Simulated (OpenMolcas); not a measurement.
C IV: effect of the basis set

* Program: OpenMolcas 26.06
* Method: CASSCF
* Active space: 1 electron in 4 orbitals (2s 2p)
* State averaging: 2S+1 = 2 even, 1 root; 2S+1 = 2 odd, 3 roots
* Spin-orbit coupling: state interaction with AMFI integrals over the reference wave functions, term energies averaged over their components

A. ANO-RCC-VDZP [3s2p1d], DKH2, point nucleus; cost of the order of 3 core-seconds
B. ANO-L-VTZP [4s3p2d1f], non-relativistic, point nucleus; cost roughly 5 core-seconds
C. ANO-RCC-VTZP [4s3p2d1f], DKH2, point nucleus; cost roughly 6 core-seconds
D. ANO-R2 [4s4p2d1f], X2C, finite nucleus; cost roughly 6 core-seconds
E. ANO-R3 [4s4p2d1f], X2C, finite nucleus; cost of the order of 6 core-seconds
F. ANO-RCC-VQZP [5s4p3d2f1g], DKH2, point nucleus; cost about 8 core-seconds

Energies in cm-1 above 2s 2S 1/2, the measured ground level; measured values from Moore, Selected Tables of Atomic Spectra, NSRDS-NBS 3, section 3.

```
     Level      A      B      C      D      E      F  Measured
 2s 2S 1/2    0.0    0.0    0.0    0.0    0.0    0.0       0.0
2p 2P* 1/2  64879  65398  65070  65093  65093  65057     64484
2p 2P* 3/2  64969  65489  65171  65191  65191  65157     64592
```

Deviations, from unrounded energies. A percentage is the sum of absolute deviations over the sum of measured energies, with the sign that they share, or ± where signs differ.

| Against measurement | Levels | A | B | C | D | E | F |
| --- | --- | --- | --- | --- | --- | --- | --- |
| mean absolute deviation (cm-1) | 2 | 390 | 910 | 580 | 600 | 600 | 570 |
| other configurations (%) | 2 | +0.6 | +1.4 | +0.9 | +0.9 | +0.9 | +0.9 |

A lies closest to measurement on these levels and B furthest from it. The largest miss of A in the table is 2p 2P* 1/2, by +400 cm-1. The ranking rests on the paired levels alone, and a cruder setting can come out closer through cancelling errors.

Among A to F the level of the table that moves most is 2p 2P* 3/2, by 520 cm-1 (lowest in A, highest in B).

With one active electron the reference holds no correlation, so core polarisation is missing. The basis is small and was not contracted for so high a charge (holds for A). Computed and measured levels are paired by configuration, term and J; levels that our copy of the source lacks, or whose pairing is in doubt (as where it misses far off the trend of its configuration), stay unpaired and out of the deviations. Levels of configurations outside the active space are missing.

* marks odd parity.
